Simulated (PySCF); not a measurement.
**How methods differ on the interval between two levels of Ru**

Ru [Kr] 4d7 5s1 [5F5, M_J = 5] → Ru [Kr] 4d6 5s1 5p1 [7F6, M_J = 6], as a difference of total energies. Computed with PySCF 2.14 in x2c-SVPall-2c with one added diffuse shell each of s, p, d type (7s9p7d1f, 76 functions), with the two-component X2C-1e Hamiltonian. Correlated levels: [Ar] 3d10 frozen; the 6 highest virtual spinors dropped. "Screened" scales the spin-orbit matrix elements by Boettger's factors to mimic the two-electron term; Breit and QED terms are absent.

```json
{"method": "GHF (spin-free)", "interval between two levels (cm⁻¹)": "16165"}
{"method": "GMP2 (spin-free)", "interval between two levels (cm⁻¹)": "24321"}
{"method": "GHF (screened spin-orbit)", "interval between two levels (cm⁻¹)": "16902"}
{"method": "GMP2 (screened spin-orbit)", "interval between two levels (cm⁻¹)": "25115"}
```

The labels give the starting determinants; with spin-orbit coupling the two ends relaxed to ⟨J²⟩ = 30.01, ⟨L²⟩ = 12.09, ⟨S²⟩ = 5.98 and ⟨J²⟩ = 42.01, ⟨L²⟩ = 12.08, ⟨S²⟩ = 11.96.
